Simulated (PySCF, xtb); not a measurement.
CBClF4, SMILES FB(Cl)C(F)(F)F.

Coordinates come from a ωB97X-D3(BJ)/def2-SVP optimisation. The structure was generated by enumeration, and PubChem lists no compound with its InChIKey, so it may never have been made.

Level of theory: IEF-PCM-ωB97X/def2-SVP (PySCF 2.14.0).

The values are the electrostatic part of the solvation free energy, E(continuum) − E(gas) at the gas-phase geometry, in a cavity of scaled van der Waals radii (PySCF's table); cavitation and dispersion terms are not included. In vacuum the orbital gap is 13.08 eV. The dipole moment in vacuum is 1.15 D.

### Question
Estimate the values in water (ε = 78.36), tetrahydrofuran (ε = 7.43), benzene (ε = 2.27). (Estimate from the structure and the level; the computed values follow.)

### Answer

```json
[
 {"solvent": "water", "ε": "78.36", "ΔG(elec) (kcal/mol)": "-1.7", "dipole (D)": "1.26", "gap (eV)": "13.17"},
 {"solvent": "tetrahydrofuran", "ε": "7.43", "ΔG(elec) (kcal/mol)": "-1.4", "dipole (D)": "1.24", "gap (eV)": "13.15"},
 {"solvent": "benzene", "ε": "2.27", "ΔG(elec) (kcal/mol)": "-0.7", "dipole (D)": "1.21", "gap (eV)": "13.11"}
]
```

For comparison, GFN2-xTB/ALPB(water) (xtb, at the GFN2-xTB geometry, all terms of that model) gives -0.5 kcal/mol.
